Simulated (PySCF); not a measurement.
Si(H)2(Me)(NHMe) (C2H9NSi), SMILES N(C)[SiH2]C.

Geometry: B3LYP-D3(BJ)/def2-SVP. One conformer was computed; it need not be the lowest.

Two levels are set side by side: TDA-PBE/def2-SVPD (PySCF) and TDA-CAM-B3LYP/def2-SVPD (PySCF). Vertical, same geometry. The lowest singlet is HOMO→LUMO 99 % with PBE and HOMO→LUMO 74 %, HOMO→LUMO+1 19 % with the other functional; states are paired by order. Differences are taken from unrounded values.

```
quantity                              TDA-CAM-B3LYP  TDA-PBE  TDA-PBE minus TDA-CAM-B3LYP
------------------------------------  -------------  -------  ---------------------------
lowest singlet excitation (eV)                 5.97     5.16                        -0.80
lowest triplet excitation (TDA) (eV)           5.70     5.00                        -0.70
```

A lower first singlet is the usual sign of a functional without exact exchange. Differences between two approximate levels are no errors against the true value.

Rough cost on one machine, each run with all the roots and properties that it gave: TDA-CAM-B3LYP against TDA-PBE about 3 times.
